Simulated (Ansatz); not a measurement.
`[F][SnH2][SH]` + H₂S → `[SH][SnH2][SH]` + H–F at 298.15 K and 1 bar (ligand exchange at the Sn–F bond).

Isolated molecules relaxed with PBE0-D4/def2-TZVP in Ansatz; ΔE leaves out vibrations. CBS: MP2 limit from def2 TZ/QZ plus the TZ coupled-cluster correction, frozen cores. This one scheme is used for every species. Elements past krypton have def2 core potentials. For Sn outer-core shells are correlated without core-valence functions, which leaves a few kJ/mol of doubt a bond. Each species was taken in one conformer, which may not be the lowest.

```json
{"species": "`[F][SnH2][SH]`", "CCSD(T)/CBS energy (Eh)": "-713.44162", "H − E (kJ/mol)": "82.2", "S (J/(mol·K))": "322.4"}
{"species": "H₂S", "CCSD(T)/CBS energy (Eh)": "-398.97279", "H − E (kJ/mol)": "49.9", "S (J/(mol·K))": "205.7"}
{"species": "`[SH][SnH2][SH]`", "CCSD(T)/CBS energy (Eh)": "-1012.02124", "H − E (kJ/mol)": "103.9", "S (J/(mol·K))": "365.0"}
{"species": "H–F", "CCSD(T)/CBS energy (Eh)": "-100.39570", "H − E (kJ/mol)": "33.5", "S (J/(mol·K))": "173.6"}
```

H − E and S are ideal-gas, rigid-rotor, harmonic terms from PBE0-D4/def2-TZVP, for one conformer and one mirror image of each species. 1 Eh = 2625.50 kJ/mol, R = 8.31446 J/(mol·K).

**Question.** By hand: ΔE, ΔH, ΔS and ΔG.

**Answer.** ΔE = (-1012.02124) + (-100.39570) − (-713.44162) − (-398.97279) = -0.00253 Eh = -6.6 kJ/mol. Δ(H − E) = 103.9 + 33.5 − 82.2 − 49.9 = 5.3, so ΔH = -1.3 kJ/mol. ΔS = 365.0 + 173.6 − 322.4 − 205.7 = 10.5 J/(mol·K). ΔG = -1.3 − 298.15 × (10.5)/1000 = -4.4 kJ/mol.

**Question.** By hand: the equilibrium constant, and the temperature at which ΔG would vanish if ΔH and ΔS stayed fixed.

**Answer.** log₁₀ K = −ΔG/(RT ln 10) = 0.8. ΔH and −TΔS have one sign here, so there is no such temperature.

TΔS isn't small against ΔH here. The sign of ΔG lies within the doubt. A doubt of 5 kJ/mol in ΔE shifts log₁₀ K by 0.9 here. Other conformers and mirror images would add mixing entropy, several J/(mol·K) or more a flexible species. Modes under 60 cm⁻¹, often nearly free rotors, make the harmonic entropy too high. These are equilibria of isolated gas molecules and say nothing of rates. Largest T1 diagnostic: 0.013 (customary marks: 0.02 for closed shells, 0.045 for open ones).

ΔS is within the doubt of such terms, so its sign, and with it that verdict, could turn.
